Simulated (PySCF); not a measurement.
CHClF₂, SMILES FC(Cl)F. Atoms are numbered in the order given.

```xyz
5

F     -1.0271     0.1532     1.0790
C     -0.4447    -0.3585     0.0000
F     -1.0271     0.1532    -1.0790
Cl     1.2765     0.0499     0.0000
H     -0.5454    -1.4548     0.0000
```

The structure is a stationary point at PBE0-D3(BJ)/def2-SVP.

Two levels are set side by side: PBE/pcJ-1 (PySCF) and PBE0/pcJ-1 (PySCF). One-bond couplings, all four terms, same geometry. Isotopes: 13C, 19F, 1H, 35Cl. Differences are taken from unrounded values.

```
quantity          PBE0
--------------  ------
¹J(F1,C2) (Hz)  -362.9
¹J(C2,F3) (Hz)  -362.9
¹J(C2,H5) (Hz)   224.9
```

**Question.** What does PBE give, and how far is it from PBE0? (Estimate from the structure and the level; the computed values follow.)

**Answer.** 
| quantity | PBE | PBE minus PBE0 |
|---|---|---|
| ¹J(F1,C2) (Hz) | -401.4 | -38.5 |
| ¹J(C2,F3) (Hz) | -401.4 | -38.5 |
| ¹J(C2,H5) (Hz) | 220.4 | -4.5 |

Rough cost on one machine, each run with all the roots and properties that it gave: PBE0 against PBE within a factor of 2.
